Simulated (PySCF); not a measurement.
Gas-phase reaction: 3 SnH2F2 ⇌ SnH2 + 4 H + 2 SnF3

Energies from PySCF, thermal terms from the rigid-rotor harmonic-oscillator model, ideal gas at 1 bar. † marks an energy on the PBE0/def2-TZVP geometry and frequencies; other levels use their own. Open shells (unrestricted): H (multiplicity 2), SnF3 (multiplicity 2); the rest are closed-shell singlets. Sn: scalar-relativistic def2 core potential, no spin-orbit coupling. SnH2F2, SnH2, SnF3: computed as isolated molecules; such fragments, hydroxides, amides, oligomers or adducts are transient or little studied in the gas. The harmonic model lacks anharmonicity and excited electronic states, which grow with temperature; levels with a mode under 35 cm⁻¹ are left out.

```
level               ΔE electronic, kJ  ΔH°(298 K), kJ  ΔS°(298 K), J/K  ΔG°(800 K), kJ
------------------  -----------------  --------------  ---------------  --------------
HF/def2-TZVP†                     966             905              444             539
PBE/def2-SVP                     1104            1047              448             677
PBE0/def2-QZVP†                  1161            1101              444             734
PBE0/def2-SVP†                   1152            1092              444             725
PBE0/def2-TZVP                   1158            1097              444             731
ωB97X-V/def2-TZVP†               1218            1157              444             791
```
ΔH° is lowest at HF/def2-TZVP† and highest at ωB97X-V/def2-TZVP†. No reference value is set beside these.
